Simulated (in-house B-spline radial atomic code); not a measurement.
Ga²⁺. Computed with a B-spline radial atomic code. Model: non-relativistic spherical atom: semilocal Troullier-Martins pseudo-atom, one channel per l, against all electrons, high spin, G0W0 and RPA with empty states to l = 8, local potential for every l without a channel, a model core (radius 0 = none) keeps its share of the functional.

What the tables leave out is listed at the end.

The pseudopotential gives back the lowest level of each angular momentum of its own functional in the configuration it was made in; a second state of the same l is only approximately right. Exact exchange, RPA and GW see the smooth pseudo-orbitals and miss the exchange with the core, for which the functional's share stands in. The column with an uncorrelated core keeps all orbitals and exact exchange, and so separates missing core correlation from pseudisation. Only the three outermost levels and the lowest empty one were computed. RPA here is direct RPA, with no exchange kernel, and its energies carry an (l + 1/2)⁻⁴ tail. A hybrid on a potential with a model core restores only its own semilocal share of the core's exchange.

Command:
```bash
python run_psgw.py task.json out
```
Settings (lengths in bohr, energies in hartree):
```
Z                      31
electrons              29
configuration          [Ar] 3d10 4s1
generated_in           [Ar] 3d10 4s1
functional             pbe,pbe
core_shells            4
radius_factor          0.8
core_correction        False
ion_configuration      [Ar] 3d10
```

Cost of the run: 57 s on 1 thread of Arm Neoverse N1 (shared host).

Given: made with PBE; model core radius 0 bohr; local radius 0.6 bohr; mean-field start PBE.

Valence shells of the generating configuration: 3p, 3d, 4s.

Channel: s 1.442, p 0.452, d 1.277 (radii in bohr).

Computed: largest level miss in the spin-unpolarised generating configuration 0 eV; valence RPA correlation energy all-electron orbitals -1.226 hartree; valence RPA correlation energy pseudo -1.3733 hartree; pseudo-atom RPA polarisability 7.5957 bohr³; ionisation by mean-field all-electron 31.089 eV; ionisation by mean-field pseudo minus all 0.005 eV; ionisation by RPA pseudo minus all 1.535 eV.

```tsv
level	occupied	mean-field all-electron (eV)	mean-field pseudo minus all (eV)	G0W0 all-electron (eV)	G0W0 uncorrelated core minus all (eV)	G0W0 pseudo minus all (eV)	exchange self-energy all-electron (eV)	exchange self-energy pseudo (eV)
4s up	1	-26.247	-0.011	-31.13	-0.086	-1.254	-15.619	-15.82
3d down	?	?	?	?	?	?	?	?
3d up	1	-39.928	0.001	-49.625	0.087	1.702	-57.68	-50.04
4s down (empty)	0	-24.843	0.014	-20.463	-0.081	-1.235	-3.9438	-4.2294
```

(1) What belongs in the row 3d down?

(2) What is the all-electron RPA polarisability, core included?

(3) What is the ionisation by RPA all-electron?

Given: mean-field start PBE0.

Computed: valence RPA correlation energy all-electron orbitals -1.1768 hartree; valence RPA correlation energy pseudo -1.3281 hartree; all-electron RPA polarisability, core included 6.7671 bohr³; ionisation by mean-field pseudo minus all 0.508 eV; ionisation by RPA all-electron 30.758 eV; ionisation by RPA pseudo minus all 1.608 eV.

| level | occupied | mean-field all-electron (eV) | mean-field pseudo minus all (eV) | G0W0 all-electron (eV) | G0W0 uncorrelated core minus all (eV) | G0W0 pseudo minus all (eV) | exchange self-energy all-electron (eV) | exchange self-energy pseudo (eV) |
| --- | --- | --- | --- | --- | --- | --- | --- | --- |
| 4s up | 1 | -27.152 | -0.446 | -30.964 | -0.08 | -1.414 | -15.39 | -16.254 |
| 3d down | 1 | -43.1 | 0.442 | -49.874 | 0.091 | 1.798 | -58.068 | -50.064 |
| 4s down (empty) | 0 | -23.229 | -0.395 | -20.248 | -0.073 | -1.18 | -3.6336 | -4.3004 |

(4) What is the pseudo-atom RPA polarisability?

(5) What is the ionisation by mean-field all-electron?

Given: mean-field start Hartree-Fock.

Computed: valence RPA correlation energy pseudo -1.2156 hartree; pseudo-atom RPA polarisability 4.2972 bohr³; ionisation by mean-field all-electron 29.189 eV; ionisation by mean-field pseudo minus all 2.078 eV; ionisation by RPA all-electron 30.45 eV; ionisation by RPA pseudo minus all 1.728 eV.

```csv
level,occupied,mean-field all-electron (eV),mean-field pseudo minus all (eV),G0W0 all-electron (eV),G0W0 uncorrelated core minus all (eV),G0W0 pseudo minus all (eV),exchange self-energy all-electron (eV),exchange self-energy pseudo (eV)
4s up,1,-29.292,-2.154,-30.533,-0.062,-1.717,-14.56,-17.656
3d down,1,-52.361,1.966,-50.431,0.089,1.764,-58.513,-50.187
3d up,?,?,?,?,?,?,?,?
4s down (empty),0,-18.214,-1.294,-19.783,-0.048,-1.024,-2.6311,-4.2643
```

(6) What belongs in the row 3d up?

(7) What is the all-electron RPA polarisability, core included?

(8) What is the valence RPA correlation energy all-electron orbitals?

Answers

(1) occupied: 1; mean-field all-electron (eV): -39.684; mean-field pseudo minus all (eV): -0.006; G0W0 all-electron (eV): -49.445; G0W0 uncorrelated core minus all (eV): 0.09; G0W0 pseudo minus all (eV): 1.797; exchange self-energy all-electron (eV): -57.866; exchange self-energy pseudo (eV): -49.995.

(2) 7.6116 bohr³.

(3) 30.88 eV.

(4) 6.3822 bohr³.

(5) 30.698 eV.

(6) occupied: 1; mean-field all-electron (eV): -52.463; mean-field pseudo minus all (eV): 1.712; G0W0 all-electron (eV): -50.56; G0W0 uncorrelated core minus all (eV): 0.088; G0W0 pseudo minus all (eV): 1.566; exchange self-energy all-electron (eV): -58.337; exchange self-energy pseudo (eV): -50.261.

(7) 5.3724 bohr³.

(8) -1.0577 hartree.

Among the listed levels the largest G0W0 shift of the pseudo-atom is +1.80 eV, for 3d down on the PBE0 start, while leaving the core uncorrelated moves that level by +0.09 eV. So pseudisation and the lost core exchange, not the missing core correlation, make the error. Not in the tables (levels of low weight, unsolved or above zero; the highest and the empty levels are kept at any weight): on PBE0 the G0W0 levels 3d up (pseudo minus all +2.42 eV, weights 0.11 and 0.86).
